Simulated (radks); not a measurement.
Question: Ba III, configuration [Kr] 4d10 5s2 5p5 6s1 (not the ground configuration). Method: Dirac Kohn-Sham, PBE, spin-unpolarised, spherical densities, point nucleus; open shells fill j = l - 1/2 first; computed with a radial shooting solver on a logarithmic mesh with Libxc functionals. Some entries of the table are withheld. Estimate them.

orbital,occ.,eigenvalue (hartree),<1/r> (bohr^-1)
1s1/2,2,(1),(2)
2s1/2,2,-216.8321,14.25
2p1/2,2,(3),(4)
2p3/2,4,(5),(6)
3s1/2,2,-46.29181,5.121
3p1/2,2,-41.02554,5.033
3p3/2,4,-38.31366,4.724
3d3/2,4,-29.07938,4.585
3d5/2,6,-28.50132,4.506
4s1/2,2,-9.60747,2.103
4p1/2,2,-7.69299,(7)
4p3/2,4,-7.12739,(8)
4d3/2,4,-4.00074,(9)
4d5/2,6,-3.90445,(10)
5s1/2,2,-1.84480,0.8221
5p1/2,2,-1.33271,0.7275
5p3/2,3,-1.24990,0.6946
6s1/2,1,-0.52131,0.3373

Answer: 
(1) 1s1/2 eigenvalue (hartree): -1368.841
(2) 1s1/2 <1/r> (bohr^-1): 60.71
(3) 2p1/2 eigenvalue (hartree): -204.2788
(4) 2p1/2 <1/r> (bohr^-1): 14.23
(5) 2p3/2 eigenvalue (hartree): -190.2498
(6) 2p3/2 <1/r> (bohr^-1): 12.99
(7) 4p1/2 <1/r> (bohr^-1): 1.998
(8) 4p3/2 <1/r> (bohr^-1): 1.897
(9) 4d3/2 <1/r> (bohr^-1): 1.672
(10) 4d5/2 <1/r> (bohr^-1): 1.647
